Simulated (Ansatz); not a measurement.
`BS[SiH](C)Cl` → `C[Si]Cl` + `BS` at 500 K and 1 bar (silylene formation by 1,1-elimination).

Program: Ansatz. Geometries: PBE0-D4/def2-TZVP. ΔE: electronic, gas phase. CCSD(T)/CBS is the MP2 limit (def2-TZVPP, def2-QZVPP) plus CCSD(T) − MP2 in def2-TZVPP, frozen cores. This one scheme is used for every species. Each species was taken in one conformer, which may not be the lowest.

| species | CCSD(T)/CBS energy (Eh) | H − E (kJ/mol) | S (J/(mol·K)) |
| --- | --- | --- | --- |
| `BS[SiH](C)Cl` | -1213.19788 | 238.1 | 443.7 |
| `C[Si]Cl` | -788.72093 | 126.9 | 336.6 |
| `BS` | -424.38198 | 102.0 | 273.9 |

H − E and S are ideal-gas, rigid-rotor, harmonic terms from PBE0-D4/def2-TZVP, for one conformer and one mirror image of each species. 1 Eh = 2625.50 kJ/mol, R = 8.31446 J/(mol·K).

Q: By hand: ΔE, ΔH, ΔS and ΔG.

A: ΔE = (-788.72093) + (-424.38198) − (-1213.19788) = 0.09497 Eh = 249.3 kJ/mol. Δ(H − E) = 126.9 + 102.0 − 238.1 = -9.2, so ΔH = 240.1 kJ/mol. ΔS = 336.6 + 273.9 − 443.7 = 166.8 J/(mol·K). ΔG = 240.1 − 500 × (166.8)/1000 = 156.7 kJ/mol.

Q: By hand: the equilibrium constant, and the temperature at which ΔG would vanish if ΔH and ΔS stayed fixed.

A: log₁₀ K = −ΔG/(RT ln 10) = -16.4. ΔG = 0 at ΔH/ΔS = 1439 K.

The number of gas molecules changes by +1, which sets the sign of ΔS. A doubt of 5 kJ/mol in ΔE shifts log₁₀ K by 0.5 here. Other conformers and mirror images would add mixing entropy, several J/(mol·K) or more a flexible species. Modes under 60 cm⁻¹, often nearly free rotors, make the harmonic entropy too high. These are equilibria of isolated gas molecules and say nothing of rates. Largest T1 diagnostic: 0.015 (customary marks: 0.02 for closed shells, 0.045 for open ones).
